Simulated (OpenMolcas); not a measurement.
# Al I: effect of the IPEA shift

```
Program             : OpenMolcas
Basis               : ANO-RCC-VQZP [6s5p3d2f1g]
Scalar Hamiltonian  : DKH2, point nucleus
Active space        : 1 electron in 9 orbitals (RAS2 3p; RAS3 3d 4s, at most 1 electron)
State averaging     : 2S+1 = 2 odd, 3 roots; 2S+1 = 2 even, 1 root
Spin-orbit coupling : RASSI with atomic mean-field integrals over the reference wave functions, term energies averaged over their components
```

Methods on the same reference wave functions:
A. RASSCF
B. SS-RASPT2, IPEA 0 Eh, imaginary shift 0.1 Eh (closed shells correlated: 2s 2p 3s)
C. SS-RASPT2, IPEA 0.25 Eh, imaginary shift 0.1 Eh (closed shells correlated: 2s 2p 3s)

Energies in cm-1 above 3s2 3p 2P* 1/2, the measured ground level; measured values from NIST Handbook of Basic Atomic Spectroscopic Data.

```
         Level      A      B      C  Measured
3s2 3p 2P* 1/2    0.0    0.0    0.0       0.0
3s2 3p 2P* 3/2   93.0   93.0   93.0       112
 3s2 4s 2S 1/2  40971  40768  40362     25348
```

Deviations, from unrounded energies. A percentage is the sum of absolute deviations over the sum of measured energies, with the sign that they share, or ± where signs differ.

```csv
Against measurement,Levels,A,B,C
mean absolute deviation (cm-1),2,7800,7700,7500
fine structure of the ground term (%),1,-17.1,-17.1,-17.1
other configurations (%),1,+61.6,+60.8,+59.2
```

A, B, C lie about equally close to measurement. The largest miss of C in the table is 3s2 4s 2S 1/2, by +15000 cm-1. The ranking rests on the paired levels alone, and a cruder setting can come out closer through cancelling errors.

Between B and C the level of the table that moves most is 3s2 4s 2S 1/2, by 410 cm-1 (lowest in C, highest in B).

The lowest spin-free term lies below A's lowest term by 0.273 hartree in B, 0.268 hartree in C.

ANO sets are built for valence states and can reach diffuse excited orbitals poorly, and with the s shell closed the s pⁿ⁺¹ terms that mix with these levels are absent. No level of 3s2 3d was computed, though it lies in the active space. With one active electron the reference holds no correlation, so core polarisation is missing (holds for A). With one active electron, CASPT2 adds the correlation within the correlated inactive shells and between them and that electron, and leaves the splitting within a term as the reference gives it (holds for B; C). Measured partners are found by configuration, term and J. A level has none where our copy of the source lacks it or the pairing is in doubt (some pairs that miss far off the trend of their configuration count as doubtful), and it then counts in no deviation. Levels of configurations outside the active space are missing.

* marks odd parity.
